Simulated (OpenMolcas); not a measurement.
**Os2+: moving or changing the point charges**

Os2+ among 6 point charges of -1 e arranged as an octahedron (Oh), 2.12 Å from the ion.

```json
{
 "Program": "OpenMolcas",
 "Method": "SS-CASPT2, IPEA 0.25 Eh, imaginary shift 0.1 Eh (closed shells correlated: 5s 5p)",
 "Basis": "ANO-RCC-VTZP [8s7p5d3f2g1h]",
 "Scalar Hamiltonian": "DKH2, point nucleus",
 "Active space": "6 electrons in 5 orbitals (5d)",
 "State averaging": "2S+1 = 5 even, 5 roots; 2S+1 = 3 even, 45 roots; 2S+1 = 1 even, 50 roots",
 "Spin-orbit coupling": "RASSI with atomic mean-field integrals over the reference wave functions"
}
```

Runs around this geometry, states (labels of O, the rotations of Oh). Energies in cm-1 above the lowest state or level, χT in cm3 K/mol; under a threefold ground state the first gap can be a small split of the lowest multiplet, not the spin-orbit step.

```csv
R (Å),q (e),Ground state,First state of that spin,First gap with spin-orbit (degeneracies),χT at 300 K,First state of another spin
2.12,-0.65,5T2,5E 5260,"350 (3, 2)",4.551,3T1 12450
2,-1,5T2,5E 10410,"28 (3, 2)",3.848,1A1 8180
2.12,-1,5T2,5E 8130,"250 (3, 2)",4.332,3T1 10220
2.21,-1,5T2,5E 6780,"320 (3, 2)",4.426,3T1 11410
```

Taking the first state of the same spin as R^-n, n = -ln(6780 / 10410) / ln(2.21 / 2) = 4.3 between the shortest and longest distance.

Scaling the charges by -0.65 / -1 = 0.65 scales the first state of the same spin by 5260 / 8130 = 0.65; with fixed orbitals a first-order splitting would follow the charge.

Roots that are degenerate in the reference are averaged as groups; the widest CASPT2 spread within a group is 340 cm-1 (the 3-fold group of multiplicity 1 near 23100 cm-1 above the lowest state of its run, R = 2, q = -1). Shifts and gaps below about the spread of the groups concerned are not significant. An orbital triplet at a regular site is open to Jahn-Teller coupling, which can distort the site and quench the lowest spin-orbit gaps and is left out. Point charges give a weaker field than real ligands, and real ions of this kind are as a rule low spin; the high spin found here belongs to the model. Free-ion shares, where given, are those of the reference states; single-state CASPT2 does not remix them. This shell can be high or low spin here, a state of another spin lies low, and with metal d orbitals alone active their balance is uncertain, so the ground spin may be wrong (holds for R = 2, q = -1). Point charges carry no covalency, so the field is a model and not that of real ligands. No measured value stands beside these numbers.
